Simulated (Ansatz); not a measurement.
A nudged elastic band was laid between two geometries of H₂OSb (4 atoms, charge -1, multiplicity 1).

All numbers below come from Ansatz 0.2.0, RKS PBE0-D4/def2-TZVP.

```
movable images  : 7
climbing image  : yes
spring          : 5.0 eV/Å²
optimiser       : quadratic models (default)
start path      : through a guess of the saddle point
force threshold : 0.03 eV/Å
iteration limit : 60
end points      : relaxed
```

Initial state:

```xyz
4
Properties=species:S:1:pos:R:3
O -1.704 -0.271 -0.104
Sb 0.089 -0.239 -0.607
H 0.958 -0.868 0.819
H 0.658 1.377 -0.108
```

Final state:

```xyz
4
Properties=species:S:1:pos:R:3
O -1.581 -0.437 -0.547
Sb -0.242 0.206 0.577
H 1.061 -1.007 0.448
H 0.761 1.238 -0.479
```

Question: What changes between the two ends?

Answer: No bond is made or broken. The height of Sb2 over the plane of its neighbours goes from -0.87 to 0.87 Å. The two ends are copies of one structure, up to a mirror image or an exchange of like atoms.

Question: What energy profile does the band end with?

Answer: The forces met the threshold. The highest image is number 4 of 0 to 8, 2.32 eV above the ends, which have the same energy within 2 meV. A vibrational analysis at the climbing image gives one clearly imaginary mode, 1275i cm⁻¹: a first-order saddle point. Limits of this set-up: an anion without diffuse functions, the dipole of an ion depends on the origin.

| image | path coordinate (Å) | energy (eV) | height of Sb2 over the plane of its neighbours (Å) |
| --- | --- | --- | --- |
| 0 | 0.00 | 0.00 | -0.87 |
| 1 | 0.37 | 0.22 | -0.82 |
| 2 | 0.74 | 0.81 | -0.69 |
| 3 | 1.12 | 1.62 | -0.43 |
| 4 | 1.49 | 2.32 | 0.00 |
| 5 | 1.86 | 1.61 | 0.43 |
| 6 | 2.23 | 0.81 | 0.69 |
| 7 | 2.61 | 0.22 | 0.82 |
| 8 | 2.98 | 0.00 | 0.87 |

Question: What is the geometry of the highest image?

Answer: 
```xyz
4
Properties=species:S:1:pos:R:3
O -1.933 0.181 -0.625
Sb -0.294 -0.490 0.042
H 1.782 -0.771 0.735
H 0.444 1.080 -0.152
```

Question: What are the harmonic wavenumbers there?

Answer: 1275i, 441, 642, 814, 914, 1775 cm⁻¹.

The run took 2.1 min on 1 CPU thread of a shared host.
